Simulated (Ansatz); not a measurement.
Geometry optimisation, Ansatz, DFT PBE-D3(BJ), scalar-relativistic, plane waves, PAW.

Input file:

```yaml
accuracy: low
crystal:
  lattice:
    - [5.915482, 0.0, 0.0]
    - [0.0, 5.915482, 0.0]
    - [0.0, 0.0, 5.915482]
  atoms:
    - { symbol: O, position: [0.6360959, 0.6905296, 0.4483143] }
    - { symbol: H, position: [0.5736969, 0.703251, 0.2974722] }
    - { symbol: H, position: [0.774577, 0.6058395, 0.4268821] }
    - { symbol: O, position: [0.5410148, 0.2037812, 0.4630386] }
    - { symbol: H, position: [0.5866008, 0.059114, 0.5246998] }
    - { symbol: H, position: [0.383462, 0.1823195, 0.4239835] }
    - { symbol: O, position: [0.315174, 0.8521758, 0.8603129] }
    - { symbol: H, position: [0.1872203, 0.8434324, 0.7585278] }
    - { symbol: H, position: [0.4285615, 0.7575464, 0.7896209] }
    - { symbol: O, position: [0.0562353, 0.3451017, 0.8027868] }
    - { symbol: H, position: [-0.0222788, 0.4596711, 0.7160793] }
    - { symbol: H, position: [0.1793757, 0.2990288, 0.7052032] }
    - { symbol: C, position: [0.7862947, 0.7332341, 0.9650983] }
    - { symbol: C, position: [0.9446241, 0.894284, 1.0649833] }
    - { symbol: "N", position: [1.0723378, 1.0241921, 1.1455538] }
    - { symbol: H, position: [0.6134974, 0.7752296, 1.0143802] }
    - { symbol: H, position: [0.7985317, 0.7380426, 0.7810376] }
    - { symbol: H, position: [0.8247785, 0.5622563, 1.0228632] }
basis:
  ecutwfc: 420.0
kpoints:
  mp_grid: { grid: [1, 1, 1] }
hamiltonian:
  xc: pbe
  dispersion: d3bj
scf:
  occupations: { method: fermi_dirac, width: 0.05 }
  lower_state_search: "off"
relax:
  f_tol: 0.3
  max_steps: 15
  adjacent_minimum: "off"
output:
  write_density: true
  write_potential: true
  elf: true
  volumetric_format: npy
```

Command:

```bash
$ ansatz run input.yaml --threads 1 --pin off --max-ram 3072MiB --backend cpu --events-out ev --progress --plain --runs-dir out
```

**Question.** Where does it end, and by what steps?

**Answer.** The forces met the threshold. The threshold is loose, so the end isn't yet a minimum. Limits of this set-up: coarse k mesh, low accuracy level. After 13 steps the energy has fallen by 2.628 eV; H3 moved furthest, 1.65 Å.

| step | energy less start (eV) | largest force component (eV/Å) | accepted |
| --- | --- | --- | --- |
| 0 | 0.0000 | 1.881 | yes |
| 1 | -0.6324 | 0.811 | yes |
| 2 | -1.0950 | 1.352 | yes |
| 3 | -1.4657 | 1.077 | yes |
| 4 | -1.6972 | 0.925 | yes |
| 5 | -1.8712 | 0.834 | yes |
| 6 | -2.0280 | 0.960 | yes |
| 7 | -2.1667 | 0.960 | yes |
| 8 | -2.3183 | 0.483 | yes |
| 9 | -2.4070 | 0.335 | yes |
| 10 | -2.4863 | 0.753 | yes |
| 11 | -2.5424 | 0.487 | yes |
| 12 | -2.5955 | 0.329 | yes |
| 13 | -2.6276 | 0.290 | yes |

```xyz
18
Lattice="5.9155 0.0000 0.0000 0.0000 5.9155 0.0000 0.0000 0.0000 5.9155" Properties=species:S:1:pos:R:3
O 3.932 3.360 2.757
H 3.848 3.670 1.838
H 3.351 2.528 2.824
O 2.380 1.349 3.174
H 2.603 0.558 3.739
H 1.774 0.932 2.510
O 2.507 4.922 4.432
H 1.580 4.663 4.280
H 3.028 4.339 3.810
O -0.034 2.232 4.394
H -0.559 2.586 3.637
H 0.837 1.980 4.014
C 5.079 4.862 5.772
C 5.837 5.423 6.847
N 6.456 5.870 7.719
H 3.998 4.967 5.953
H 5.298 5.427 4.841
H 5.346 3.800 5.608
```

Time of the run: 20 s on 1 thread of Arm Neoverse V1, with other jobs on the host, peak memory 0.32 GiB.
